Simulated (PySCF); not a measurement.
5,5-difluorocyclopenta-1,3-diene (C5H4F2), SMILES C1C=CC(F)(C=1)F.

Coordinates come from a PBE-D3(BJ)/def2-SVP optimisation. Other conformers were not sampled.

These are TDA-B3LYP/def2-SVPD (PySCF 2.14.0) values and carry that method's errors.

Vertical excitations. Gas-phase values at a fixed geometry. State labels are in the subgroup C2v.

```tsv
state	symmetry	energy (eV)	λ (nm)	f	main pairs
S1	B2	4.40	282	0.064	HOMO→LUMO 95 %
S2	A2	5.80	214	0.000	HOMO−1→LUMO 100 %
S3	A1	6.52	190	0.011	HOMO−2→LUMO 57 %, HOMO→LUMO+2 43 %
S4	A2	6.57	189	0.000	HOMO→LUMO+1 100 %
S5	B1	7.08	175	0.000	HOMO−3→LUMO 94 %
S6	B1	7.21	172	0.033	HOMO→LUMO+4 99 %
S7	A2	7.28	170	0.000	HOMO→LUMO+3 99 %
S8	A2	7.67	162	0.000	HOMO→LUMO+5 98 %
S9	A1	7.91	157	0.034	HOMO−4→LUMO 93 %
S10	B1	7.93	156	0.001	HOMO→LUMO+6 95 %
T1	B2	2.38	521	0	HOMO→LUMO 97 %
T2	A1	4.72	262	0	HOMO−2→LUMO 61 %, HOMO→LUMO+2 36 %
T3	A2	5.48	226	0	HOMO−1→LUMO 99 %
T4	A1	6.42	193	0	HOMO→LUMO+2 62 %, HOMO−2→LUMO 38 %
```
Triplets are in the Tamm–Dancoff approximation.
